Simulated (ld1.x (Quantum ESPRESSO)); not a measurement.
**Scattering properties, ultrasoft potential for Si**

| Item | Value |
| --- | --- |
| Element | Si |
| Generator | ld1.x (Quantum ESPRESSO) 7.5 |
| Type | ultrasoft |
| Functional | PBE |
| Relativity | non-relativistic |
| Frozen core | [Ne] |
| Valence charge | 4 |
| Reference configuration | 3s2 3p0 (charge +2) |
| Partial waves | 3s (bound): rcut 1.55, rcutus 1.75 bohr; 3s channel at -1.6 Ry: rcut 1.55, rcutus 1.75 bohr; 3p (bound, empty): rcut 1.30, rcutus 1.80 bohr; 3p channel at -1.15 Ry: rcut 1.30, rcutus 1.80 bohr; 3d channel at -0.05 Ry: rcut 1.25, rcutus 1.40 bohr |
| Local potential | all-electron potential smoothed inside 1.40 bohr (lloc = -1) |
| Core correction | Bessel-smoothed model core, default radius (core density twice the valence density) |
| Augmentation charge | PSQ, inside the norm-conserving radii |

The phase is arctan(r·u′/u) with u = r·R(r), unwrapped; energies in Ry, scanned from -4 to 5 Ry. A pole is an energy at which the radial function vanishes at the test radius. The pseudo phase is shifted by a multiple of π to meet the all-electron one at the reference energy, and phase errors are pseudo minus all-electron; the curves can meet again beyond the range given. Levels narrower than the energy grid can be missing from the lists of poles.

| channel | radius (bohr) | reference energy (Ry) | poles, all-electron | poles, pseudo | unbroken range about the reference energy with phases within 0.05 rad | phase error 1 Ry above the reference energy (rad) |
| --- | --- | --- | --- | --- | --- | --- |
| s | 1.95 | -2.09 | 0.91 | 0.90 | below 3.9 | -0.000 |
| p | 1.95 | -1.51 | 1.84 | 1.81 | below 4.4 | -0.000 |
| d | 1.95 | -0.05 | 2.36 | 2.38 | the whole range | +0.001 |

Phases in the d channel:

| E (Ry) | all-electron | pseudo |
| --- | --- | --- |
| -4.00 | 1.266 | 1.267 |
| -3.76 | 1.253 | 1.254 |
| -3.52 | 1.239 | 1.239 |
| -3.28 | 1.222 | 1.222 |
| -3.04 | 1.202 | 1.202 |
| -2.80 | 1.179 | 1.180 |
| -2.56 | 1.152 | 1.153 |
| -2.32 | 1.120 | 1.120 |
| -2.08 | 1.079 | 1.080 |
| -1.84 | 1.028 | 1.029 |
| -1.60 | 0.962 | 0.963 |
| -1.36 | 0.874 | 0.874 |
| -1.12 | 0.750 | 0.751 |
| -0.88 | 0.572 | 0.573 |
| -0.64 | 0.314 | 0.314 |
| -0.40 | -0.034 | -0.034 |
| -0.16 | -0.416 | -0.416 |
| 0.08 | -0.741 | -0.741 |
| 0.32 | -0.975 | -0.975 |
| 0.56 | -1.136 | -1.136 |
| 0.80 | -1.250 | -1.250 |
| 1.04 | -1.334 | -1.333 |
| 1.28 | -1.397 | -1.397 |
| 1.52 | -1.448 | -1.447 |
| 1.76 | -1.490 | -1.488 |
| 2.00 | -1.526 | -1.524 |
| 2.24 | -1.556 | -1.554 |
| 2.48 | -1.584 | -1.582 |
| 2.72 | -1.610 | -1.607 |
| 2.96 | -1.635 | -1.631 |
| 3.20 | -1.658 | -1.654 |
| 3.44 | -1.682 | -1.676 |
| 3.68 | -1.706 | -1.699 |
| 3.92 | -1.732 | -1.723 |
| 4.16 | -1.760 | -1.748 |
| 4.40 | -1.790 | -1.776 |
| 4.64 | -1.825 | -1.806 |
| 4.88 | -1.866 | -1.842 |
